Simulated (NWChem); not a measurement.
System: HfH₄S; SMILES [SH][HfH3]

Computed with NWChem. All runs use the structure optimised with PBE0/def2-SVP. Not confirmed as a minimum by frequencies. def2 effective core potentials on Hf; no spin-orbit coupling.

Diagonal of the polarisability tensor at PBE/def2-SVPD, static: 66.28, 86.40, 66.12 bohr³.

Task: Find the mean polarisability volume, the molar refraction, and the refractive index that an ideal gas of it would have at 273.15 K and 1 atm.

Result: 
1. Mean: one third of the trace = 72.93 bohr³ × 0.14818 Å³/bohr³ = 10.81 Å³.
2. Molar refraction (Lorentz-Lorenz): (4π/3) N_A α = 27.3 cm³/mol.
3. Number density p/kT = 2.687 × 10⁻⁵ Å⁻³; n − 1 = 2π N α = 18.24 × 10⁻⁴.
4. These hold the electronic response alone: vibrational and orientational terms add to the static dielectric constant.
